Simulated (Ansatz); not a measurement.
A structure relaxed at PBE-D4/def2-SVP in Ansatz, charge 0, singlet:

Cartesian coordinates in Å:
```
O -1.9727 -0.0325 -2.9451
Si -2.1573 0.5070 -1.3626
O -2.4528 2.1625 -1.3765
O -3.4758 -0.2731 -0.6674
C -0.6017 0.1424 -0.3805
C -0.3101 -1.3814 -0.3903
C 0.9684 -1.6802 0.4178
C 2.1588 -0.9306 -0.2125
C 1.8865 0.5865 -0.1926
C 1.6930 1.0551 1.2632
C 0.5019 0.3081 1.8952
C 0.7760 -1.2088 1.8728
C -0.7772 0.6089 1.0887
C 0.6089 0.8878 -1.0013
H -2.1330 0.6607 -3.6086
H -3.3398 2.3963 -1.0526
H -3.9350 -0.8716 -1.2817
H -1.1744 -1.9308 0.0424
H -0.1926 -1.7361 -1.4375
H 1.1657 -2.7740 0.4028
H 3.0930 -1.1587 0.3457
H 2.3153 -1.2755 -1.2578
H 2.7453 1.1259 -0.6474
H 1.5114 2.1517 1.2890
H 2.6177 0.8672 1.8513
H 0.3632 0.6469 2.9447
H 1.6821 -1.4424 2.4734
H -0.0713 -1.7555 2.3411
H -0.9978 1.6982 1.1118
H -1.6489 0.0924 1.5466
H 0.4124 1.9821 -1.0129
H 0.7409 0.5716 -2.0589
```

(1) Give its formula, name or SMILES and point group.

(2) Summarise the bond lengths by kind (pairs closer than 1.2 times the sum of covalent radii, bridged metal pairs left out).

## Answers

(1) `O[Si](O)(O)C12CC3CC(CC(C3)C1)C2`. Point group C3 (tolerance 0.1 Å).

(2) 12 × C–C 1.54 to 1.55 Å; 3 × O–Si 1.68 Å; 1 × C–Si 1.88 Å; 15 × C–H 1.11 Å; 3 × H–O 0.97 Å.
